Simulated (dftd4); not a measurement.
C3H9ClSi, charge -1, doublet, at the geometry of the source list (a state made from the parent by changing its charge; the spin is typed, not shown lowest); D4 for b3lyp in dftd4.

Here is a job for dftd4.
```
$ dftd4 mol.xyz --func b3lyp --charge -1 --json dftd4.json --noedisp --grad

# file mol.xyz
14

C     -0.75380000     1.60670000    -0.38300000
Si     0.15680000     0.12590000     0.39550000
C      1.63070000    -0.40330000    -0.68880000
C     -1.03810000    -1.33280000     0.66510000
Cl     0.87940000     0.70570000     2.21790000
H     -1.15930000     1.35190000    -1.35720000
H     -1.57990000     1.93560000     0.24100000
H     -0.08860000     2.45500000    -0.51560000
H      2.17510000    -1.22960000    -0.24070000
H      1.30140000    -0.72230000    -1.67280000
H      2.33400000     0.41300000    -0.82630000
H     -1.45270000    -1.68150000    -0.27560000
H     -1.86870000    -1.05060000     1.30580000
H     -0.53620000    -2.17380000     1.13480000
```

### Question
Write the output that dftd4 gives for this input, abridged.

### Answer

```
                    ____  _____ _____     ____  _  _
      -------------|  _ \|  ___|_   _|---|  _ \| || |------------
     |             | | | | |_    | | ___ | | | | || |_           |
     |             | |_| |  _|   | ||___|| |_| |__   _|          |
     |             |____/|_|     |_|     |____/   |_|            |
     |             ===================================           |
     |            E. Caldeweyher, S. Ehlert & S. Grimme          |
     |          Mulliken Center for Theoretical Chemistry        |
     |                    University of Bonn                     |
      -----------------------------------------------------------

Rational (Becke-Johnson) damping: b3lyp-D4-ATM
---------------------
  s6         1.0000
  s8         2.0293
  s9         1.0000
  a1         0.4087
  a2         4.5381
 alp        16.0000
--------------------

Dispersion energy:      -2.1841911424808E-02 Eh

Gradient norm:           2.3017991657476E-03 Eh/a0
--------------------------------------------------
     #    Z           dE/dx      dE/dy      dE/dz
--------------------------------------------------
     1    6 C    -4.278E-04  7.180E-04 -3.502E-04
     2   14 Si   -5.654E-06 -4.594E-06 -1.420E-05
     3    6 C     7.164E-04 -2.465E-04 -4.969E-04
     4    6 C    -5.641E-04 -6.924E-04  1.527E-04
     5   17 Cl    5.352E-04  4.295E-04  1.350E-03
     6    1 H    -1.172E-04  2.052E-04 -9.027E-05
     7    1 H    -9.511E-05  1.867E-04 -1.204E-04
     8    1 H    -1.400E-04  1.711E-04 -9.762E-05
     9    1 H     1.794E-04 -4.471E-05 -1.556E-04
    10    1 H     2.054E-04 -6.681E-05 -1.316E-04
    11    1 H     1.746E-04 -9.421E-05 -1.380E-04
    12    1 H    -1.557E-04 -1.926E-04  5.154E-05
    13    1 H    -1.326E-04 -2.012E-04  1.788E-05
    14    1 H    -1.728E-04 -1.674E-04  2.306E-05
--------------------------------------------------

Virial:
--------------------------------------------------
      component           x          y          z
--------------------------------------------------
          x       8.459E-03 -1.019E-04 -3.196E-04
          y      -1.019E-04  8.505E-03 -2.569E-04
          z      -3.196E-04 -2.569E-04  7.780E-03
--------------------------------------------------

[Info] Dispersion results written to 'dftd4.txt'
[Info] JSON dump of results written to 'dftd4.json'
```
